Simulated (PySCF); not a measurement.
# Radial density of Bi³⁺ (bismuth, charge +3)

BLYP, [Xe] 4f14 5d10 6s2, closed-shell 1S. All numbers are calculated (PySCF 2.14, the spin-free X2C one-electron Hamiltonian (Gaussian nucleus), in aug-cc-pwCVTZ-DK3 (11s10p8d5f1g, 125 functions)).

```csv
r (bohr),4πr²ρ (e/bohr)
0.0150,108.4
0.0252,108.6
0.0424,154.4
0.0714,131.6
0.120,143.5
0.202,99.13
0.340,100.2
0.571,43.20
0.961,23.28
1.62,6.822
2.72,0.7871
4.57,0.01032
```

Densities and radii are taken from the X2C orbitals without a picture-change correction, which distorts them close to the nucleus.

Spin-orbit coupling, which splits the p, d and f shells strongly at this Z, is absent.
